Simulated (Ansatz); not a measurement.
Abridged output of a molecular run in Ansatz:

```
Functional definition: HF
1414 factors; integrals over basis functions are off by at most 1.1e-3 eV
mean field evaluation 1: about -54814.9128 eV, gradient 3.0e1 eV
mean field evaluation 2: about -54815.0150 eV, gradient 3.0e1 eV
mean field evaluation 4: about -54818.1004 eV, gradient 4.1e0 eV
mean field evaluation 8: about -54818.1641 eV, gradient 3.2e-1 eV
mean field -54818.16551682 eV, -2014.5304256558 hartree, gradient 7.0e-6 eV, S^2 0.000000; 0 other end points of the search recorded, 0 dependent functions left out
12 core orbitals not correlated: weight in the atoms' cores, before any rotation towards them, 1.000 or more for the frozen orbitals, at most 0.000 for the correlated occupied ones
reference -54818.16551682 eV, -2014.5304256558 hartree; 15, 15 occupied and 212, 212 virtual orbitals, 1414 factors
second order -16.48812604 eV of doubles, -0.00000000 eV of singles
cycle   1  -17.08308238 eV  change   -5.9e-1 eV  update   1.1e-1
cycle   2  -17.67957138 eV  change   -6.0e-1 eV  update   3.4e-2
cycle   3  -17.78084053 eV  change   -1.0e-1 eV  update   1.8e-2
cycle   4  -17.77358586 eV  change    7.3e-3 eV  update   5.3e-3
cycle   5  -17.77154197 eV  change    2.0e-3 eV  update   2.3e-3
cycle   6  -17.77101802 eV  change    5.2e-4 eV  update   8.2e-4
cycle   7  -17.77095524 eV  change    6.3e-5 eV  update   3.0e-4
cycle   8  -17.77102793 eV  change   -7.3e-5 eV  update   1.0e-4
cycle   9  -17.77105200 eV  change   -2.4e-5 eV  update   4.4e-5
cycle  10  -17.77102976 eV  change    2.2e-5 eV  update   2.3e-5
perturbative correction -0.67370064 eV, -0.0247580417 hartree
Total energy: -54836.61024721 eV, -2015.2082569954 hartree
```

Its atoms:

Z-matrix (Å, degrees):
```
C
B 1 1.567
H 1 1.091 2 116.0
H 1 1.097 2 109.5 3 123.2
H 1 1.097 2 108.9 3 -122.8
B 2 1.617 1 128.9 3 -3.6
H 2 1.211 1 116.6 3 -179.6
Ga 6 2.073 2 120.4 1 -87.9
H 6 1.202 2 124.5 1 94.5
H 8 1.576 6 120.6 2 92.2
H 8 1.574 6 122.5 2 -88.0
```

Problem. Which basis set was used?
A. cc-pV(Q+d)Z
B. def2-SVP
C. def2-TZVPP
D. def2-SVPD

Solution. C. It gives 239 functions.

Problem. Write the keys of the input that set method, charge and spin (a neutral closed shell needs none for the last two).

Solution. 
```yaml
correlation: {method: ccsd_t}
```
